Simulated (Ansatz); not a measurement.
Dissociation curve of SMg, lowest triplet found (which spin is the ground state isn't settled by this scan).

UKS-CAM-B3LYP = unrestricted CAM-B3LYP/cc-pVDZ (Ansatz, a program for electronic structure); ROCCSDT(Q) = CCSDT(Q)/B on ROHF/cc-pVDZ, frozen core (Ansatz); ROHF/cc-pVDZ (Ansatz).

Energies are in kJ/mol, each relative to the lowest point of its own curve between 1.93 and 2.91 Å, where full CI is lowest.

| R / Å | UKS-CAM-B3LYP | ROCCSDT(Q) | ROHF |
|---|---|---|---|
| 1.77 | 304.9 | 329.5 | 327.9 |
| 1.93 | 123.8 | 136.7 | 134.6 |
| 2.05 | 52.4 | 59.6 | 57.7 |
| 2.15 | [?] | 23.7 | 22.2 |
| 2.24 | 5.0 | 6.7 | [?] |
| 2.34 | 0.0 | 0.0 | 0.0 |
| 2.43 | 2.6 | [?] | 2.6 |
| 2.47 | 5.4 | [?] | 5.6 |
| 2.54 | 12.0 | 10.2 | 12.9 |
| 2.65 | 25.6 | 23.4 | 28.3 |
| 2.77 | 42.7 | 40.5 | 48.7 |
| 2.91 | 63.6 | 61.3 | 74.8 |
| 3.12 | 92.3 | 89.5 | [?] |
| 3.32 | 114.4 | 109.2 | 131.1 |
| 3.57 | 134.0 | 123.1 | 130.9 |
| 3.97 | [?] | 130.8 | 129.2 |
| 4.37 | 159.3 | 132.6 | 128.1 |

Question: Some entries are withheld; supply them.

Answer: 
- 2.15, UKS-CAM-B3LYP: 19.8
- 2.24, ROHF: 5.9
- 2.43, ROCCSDT(Q): 1.6
- 2.47, ROCCSDT(Q): 4.1
- 3.12, ROHF: 115.3
- 3.97, UKS-CAM-B3LYP: 151.6

The scan ran from 1.77 to 8.43 Å; beyond the distances shown full CI changes its symmetry label. The T1 diagnostic of CCSD on the restricted reference of ROCCSDT(Q) exceeds 0.045 at 2.91 to 3.32 Å.
